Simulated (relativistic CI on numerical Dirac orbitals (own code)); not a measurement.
**Tc5+: resonant inelastic scattering at the M2,3 edge**

Computed with this model: Dirac-Coulomb-Breit CI, KLI orbitals optimised for each configuration, model QED (radiative potential, 1s self-energy scaled to tabulated hydrogen-like ionisation energies), valence Slater integrals scaled by 0.8, Kramers-Heisenberg scattering through one core-hole configuration in a parametric crystal field; configurations [Kr] 4d2 → [Ne] 3s2 3p5 3d10 4s2 4p6 4d3; 80 K; core-hole width 3 eV; summed over polarisations. Incident energies are the highest absorption maxima for each field (at most a few, so the weaker spin-orbit partner edge can be absent), on the computed scale of the free ion. Intensities are in per cent of the strongest line above 0.02 eV; levels within 1 cm⁻¹ are merged; final levels count from the ground level, the first row holds all elastic scattering, lines under 0.4 are left out and each table stops after 24 rows. The scale of the Slater integrals is a model choice and moves the terms in proportion.

Field parameters in Wybourne normalisation: D3d B²₀ = −7Dσ, B⁴₀ = −14Dq − 21Dτ, B⁴₃ = −14√(10/7) Dq; D4h B²₀ = −7Ds, B⁴₀ = 21(Dq − Dt), B⁴₄ = 21√(5/14) Dq. The field is a parameter set, without covalency, and values of 10Dq over about 45,000 cm⁻¹ lie beyond real compounds.

S is read from ⟨S²⟩ = S(S + 1).

D3d, 10Dq = 16550, Dσ = -930, Dτ = -80 cm⁻¹:

```csv
Final level (eV),Degeneracy,Irrep,S,438.2 eV,458 eV
0.000,1,A1,0.99,3886.0,478.7
0.008,2,E,1.00,3.7,10.1
0.232,2,E,0.99,100.0,24.8
0.374,2,E,1.00,98.3,19.0
0.458,1,A2,1.00,8.9,4.7
0.497,1,A1,1.00,13.1,18.2
1.390,2,E,0.13,54.3,61.1
1.701,1,A1,0.26,51.9,29.1
1.758,2,E,0.21,39.7,24.4
1.965,1,A2,1.00,62.9,15.1
2.016,2,E,0.91,55.6,12.3
2.115,1,A2,1.00,13.1,4.9
2.155,1,A1,0.90,29.9,5.8
2.170,2,E,0.98,73.7,15.6
2.207,2,E,0.99,23.3,13.8
3.069,1,A1,0.93,32.9,23.0
3.120,2,E,1.00,32.8,18.6
3.265,1,A1,0.49,25.4,13.9
3.448,1,A2,0.99,10.2,2.2
3.476,2,E,0.79,32.3,11.9
3.521,1,A1,0.64,5.5,2.3
3.544,2,E,0.94,45.5,5.5
3.638,1,A1,0.35,10.2,5.1
3.672,2,E,0.54,7.8,8.7
```

D4h, 10Dq = 19850, Ds = 2020, Dt = 520 cm⁻¹:

```csv
Final level (eV),Degeneracy,Irrep,S,438.3 eV,458.2 eV
0.000,1,A1,1.00,2181.8,263.3
0.030,2,E,1.00,5.8,20.8
0.306,1,B1,0.99,21.6,1.6
0.337,1,B2,0.99,10.3,3.6
0.452,2,E,1.00,29.5,7.5
0.514,1,A2,1.00,3.5,1.0
0.556,1,A1,1.00,12.9,13.2
1.374,1,B2,0.17,1.4,0.7
1.466,1,B1,0.08,9.5,1.3
1.726,2,E,0.62,3.9,18.2
1.870,1,B1,1.00,0.2,1.9
1.908,1,A1,0.23,58.0,26.9
1.990,2,E,0.64,9.2,9.1
2.100,1,A2,1.00,5.0,0.2
2.113,2,E,0.99,100.0,23.0
2.127,1,A1,0.91,12.1,9.4
2.140,1,B1,0.99,12.4,5.6
2.168,1,B2,0.93,4.3,0.6
3.249,1,A1,0.41,21.8,19.0
3.252,2,E,0.13,14.3,1.6
3.324,1,B2,0.81,3.6,4.5
3.371,1,A2,1.00,0.7,6.4
3.375,2,E,0.95,72.3,15.8
3.378,1,B1,0.99,2.2,0.8
```

D3d, 10Dq = 52500, Dσ = -370, Dτ = -380 cm⁻¹:

| Final level (eV) | Degeneracy | Irrep | S | 435.7 eV | 441.3 eV | 461 eV |
| --- | --- | --- | --- | --- | --- | --- |
| 0.000 | 1 | A1 | 1.00 | 1444.9 | 1408.3 | 236.5 |
| 0.011 | 2 | E | 1.00 | 6.7 | 2.4 | 0.5 |
| 0.401 | 2 | E | 0.99 | 100.0 | 22.3 | 7.2 |
| 0.510 | 2 | E | 1.00 | 85.9 | 31.7 | 9.2 |
| 0.582 | 1 | A2 | 1.00 | 5.1 | 3.6 | 2.6 |
| 0.599 | 1 | A1 | 1.00 | 12.4 | 3.6 | 1.4 |
| 1.419 | 2 | E | 0.03 | 62.6 | 14.3 | 3.8 |
| 1.875 | 2 | E | 0.01 | 26.4 | 4.3 | 0.9 |
| 1.911 | 1 | A1 | 0.01 | 39.2 | 4.2 | 1.0 |
| 3.690 | 1 | A1 | 0.01 | 7.5 | 5.1 | 2.2 |
| 6.271 | 1 | A2 | 1.00 | 9.8 | 70.9 | 20.0 |
| 6.280 | 2 | E | 1.00 | 5.1 | 47.3 | 16.5 |
| 6.424 | 1 | A1 | 1.00 | 2.9 | 36.9 | 12.7 |
| 6.435 | 1 | A2 | 1.00 | 1.2 | 10.3 | 5.1 |
| 6.474 | 2 | E | 1.00 | 9.1 | 71.3 | 25.1 |
| 6.515 | 2 | E | 1.00 | 1.4 | 11.6 | 16.3 |
| 7.444 | 1 | A1 | 0.98 | 3.6 | 45.7 | 12.4 |
| 7.465 | 2 | E | 1.00 | 2.2 | 30.6 | 17.9 |
| 7.676 | 1 | A1 | 0.86 | 0.9 | 9.1 | 2.6 |
| 7.690 | 1 | A2 | 0.99 | 0.5 | 6.9 | 1.3 |
| 7.720 | 2 | E | 0.92 | 1.9 | 22.4 | 13.5 |
| 7.754 | 2 | E | 0.99 | 3.4 | 46.3 | 3.7 |
| 7.882 | 1 | A1 | 0.34 | 0.9 | 16.8 | 7.5 |
| 7.990 | 2 | E | 0.23 | 1.1 | 18.5 | 10.0 |

For the first field the strongest loss at the lowest incident energy is the level at 0.23 eV (S = 0.99, against 1.00 in the thermal ground state). Levels of other spin, the first over 8 % at 1.39 eV, appear because spin-orbit coupling of the core hole, and in heavier ions of the valence shell too, mixes spins.
